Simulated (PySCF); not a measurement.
Low-lying terms of Tl⁺ (thallium, charge +1)

Ground state [Xe] 4f14 5d10 6s2, ¹S. Calculation: PySCF 2.14, in aug-cc-pVTZ-PP with one added diffuse shell each of d, f type with ECP60MDF (6s5p5d3f, 67 functions); scalar relativity through the core potential. Vertical excitation energies in eV without spin-orbit coupling; excited terms of each kind are numbered among those the solver found. Frozen: 5s2 5p6.

```json
{"term": "1 3P°", "leading excitation": "6s → p", "EOM-EE-CCSD": "6.803", "measured centre of gravity (NIST)": "7.098 (5d106s6p)"}
{"term": "1 1P°", "leading excitation": "6s → p", "EOM-EE-CCSD": "9.221", "measured centre of gravity (NIST)": "9.381 (5d106s6p)"}
{"term": "1 3S", "leading excitation": "6s → s", "EOM-EE-CCSD": "12.585", "measured centre of gravity (NIST)": "13.047 (5d106s7s)"}
{"term": "1 1S", "leading excitation": "6s → s", "EOM-EE-CCSD": "12.932", "measured centre of gravity (NIST)": "13.390 (5d106s7s)"}
{"term": "1 1D", "leading excitation": "6s → d", "EOM-EE-CCSD": "13.841", "measured centre of gravity (NIST)": "14.279 (5d106s6d)"}
{"term": "1 3D", "leading excitation": "6s → d", "EOM-EE-CCSD": "13.943", "measured centre of gravity (NIST)": "14.452 (5d106s6d)"}
{"term": "2 3P°", "leading excitation": "6s → p", "EOM-EE-CCSD": "14.469", "measured centre of gravity (NIST)": "n/a"}
{"term": "2 1P°", "leading excitation": "6s → p", "EOM-EE-CCSD": "14.813", "measured centre of gravity (NIST)": "n/a"}
{"term": "2 1D", "leading excitation": "6s → d", "EOM-EE-CCSD": "16.374", "measured centre of gravity (NIST)": "n/a"}
{"term": "1 3F°", "leading excitation": "6s → f", "EOM-EE-CCSD": "16.490", "measured centre of gravity (NIST)": "16.885 (5d106s5f)"}
{"term": "1 1F°", "leading excitation": "6s → f", "EOM-EE-CCSD": "16.497", "measured centre of gravity (NIST)": "n/a"}
{"term": "2 3D", "leading excitation": "6s → d", "EOM-EE-CCSD": "16.626", "measured centre of gravity (NIST)": "n/a"}
```

Doubly excited terms such as np² are absent. The solver can miss terms. Rydberg members are limited by the diffuse functions of the basis.
